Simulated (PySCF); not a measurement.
**Ne²⁺: excitation energy**

Ne²⁺ [He] 2s2 2p4 (3P) → Ne²⁺ [He] 2s2 2p3 3d1 (5D), as a difference of total energies. All numbers are calculated (PySCF 2.14, the non-relativistic Hamiltonian (point nucleus), in aug-cc-pVDZ (4s3p2d, 23 functions)). Correlated levels: valence: 1s2 frozen. The calculations carry no spin-orbit coupling.

| method | excitation energy (cm⁻¹) |
| --- | --- |
| UHF | 491280 |
| LDA | 492080 |
| PBE | 492980 |
| PBE0 | 494360 |
| r2SCAN | 495380 |
| revPBE | 492200 |
| BP86 | 493620 |
| B2PLYP | 496900 |
| TPSS | 496040 |
| MP2 (valence) | 496300 |
| SCS-MP2 (valence) | 496670 |

A first-order spin-orbit estimate (lowest level to lowest level, LS coupling) adds 0.034 eV.

The promoted electron is Rydberg-like, and one or two diffuse shells describe it only roughly, which tends to raise the upper state.

In the upper state the promoted electron has a positive orbital energy at LDA, PBE, PBE0, r2SCAN, revPBE, BP86, B2PLYP, TPSS, so the basis confines it.
